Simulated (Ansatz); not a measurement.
`C[Si@H]1C[Si@@H]1[SiH3]`, charge 0, multiplicity 1.

**Question.** Give a relaxed structure at PBE0-D4/def2-TZVP (the Gaussian-basis code of Ansatz). (Estimate.)

**Answer.** The calculation gave: 
Cartesian coordinates in Å:
```
C -0.8523 -1.1905 -1.3568
Si -0.4321 0.3933 -0.4822
C -1.4533 0.9942 0.8993
Si 0.0783 0.4053 1.9590
Si 1.9940 0.3049 0.3957
H -1.5966 -1.0025 -2.1350
H -1.2588 -1.9140 -0.6485
H 0.0353 -1.6201 -1.8253
H 0.0817 1.4672 -1.3714
H -2.3433 0.4149 1.1327
H -1.6287 2.0653 0.9519
H -0.1979 -1.0835 1.7886
H 2.6120 1.6552 0.3618
H 2.7354 -0.6126 1.3028
H 2.2264 -0.2772 -0.9728
```
This is one stationary point; other conformers may exist.
